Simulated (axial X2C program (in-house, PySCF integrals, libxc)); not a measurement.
**Potential curves of AlTe⁻, 2c**

Calculated with an axial X2C code built on PySCF integrals. Two-component (2c) means X2C with spin–orbit coupling and atomic mean-field two-electron Coulomb and Gaunt terms. Basis: Te dyall-acv3z [12s13p9d5f1g], Al dyall-av3z [9s9p3d2f] (cores contracted in-house); Gaussian nuclei, density fitting, unrestricted open shells. Masses: Te 129.906 u, Al 26.982 u.

State: Ω = 0 (closed shell). Energies in eV from the fragments at the same level (Te- + Al). Fits are polynomials in 1 − R0/R over 0.85 to 1.23 times the lowest point R0.

| R (Å) | PBE0 | CCSD(T) | HF |
| --- | --- | --- | --- |
| 2.1480 | -2.6990 |  | -1.3562 |
| 2.2468 | -3.1797 | -3.0840 | -1.8658 |
| 2.3209 | -3.3852 | -3.3114 | -2.0850 |
| 2.3949 | -3.4900 | -3.4336 | -2.1986 |
| 2.4690 | -3.5179 | -3.4749 | -2.2306 |
| 2.5554 | -3.4770 | -3.4458 | -2.1897 |
| 2.6418 | -3.3775 | -3.3556 | -2.0867 |
| 2.7529 | -3.1912 | -3.1782 | -1.8909 |
| 2.8887 | -2.9076 |  | -1.5913 |

Correlated methods: 10 electrons correlated (number of frozen shells: Te 4 s, 3 p, 2 d; Al 2 s, 1 p), 282 virtual spin orbitals or spinors in MP2, 90 natural virtuals in coupled cluster.

The state is a single determinant with fixed occupations, the lowest that a limited PBE0 search found. Closed shells are restricted here (equal orbitals for both partners); the stretched side of such a curve lies too high. Dissociation energies refer to the lowest single-determinant-based atoms at the same level and basis. Coupled cluster ran in a truncated set of natural virtual spinors; the MP2 energy of the rest was added. (T) has no such correction and the atoms are truncated less, which lowers De at CCSD(T) by a hundredth of an eV or more. A 2c atom that is not at its ground J level misses part of its spin–orbit lowering, and De is too large by that part (0.04 eV or less for light atoms). This holds for PBE0. The functionals have no current-density term, which raises determinants with orbital currents, atoms included. With the outer-core shells frozen, correlated bond lengths of heavy atoms tend to come out a few hundredths of an ångström too long. Hartree–Fock gets electron affinities wrong, so its lowest charge split need not be the true one. Coupled cluster ran on the points near the minimum only. MP2 and coupled cluster on one determinant become unreliable at the stretched end.

(1) Fit the PBE0 curve near its minimum: give the equilibrium distance, the harmonic wavenumber and the well depth.

(2) Fit the CCSD(T) curve near its minimum: give the equilibrium distance, the harmonic wavenumber and the well depth.

(3) Fit the HF curve near its minimum: give the equilibrium distance, the harmonic wavenumber and the well depth.

Answers

(1) At PBE0, 2c: Re = 2.464 Å, ωe ≈ 365 cm⁻¹, De = 3.52 eV to Te- + Al; Be follows as 0.124 cm⁻¹.

(2) At CCSD(T), 2c: Re = 2.478 Å, ωe ≈ 364 cm⁻¹, De = 3.48 eV to Te- + Al; Be follows as 0.123 cm⁻¹.

(3) At HF, 2c: Re = 2.466 Å, ωe ≈ 374 cm⁻¹, De = 2.23 eV to Te- + Al; Be follows as 0.124 cm⁻¹.
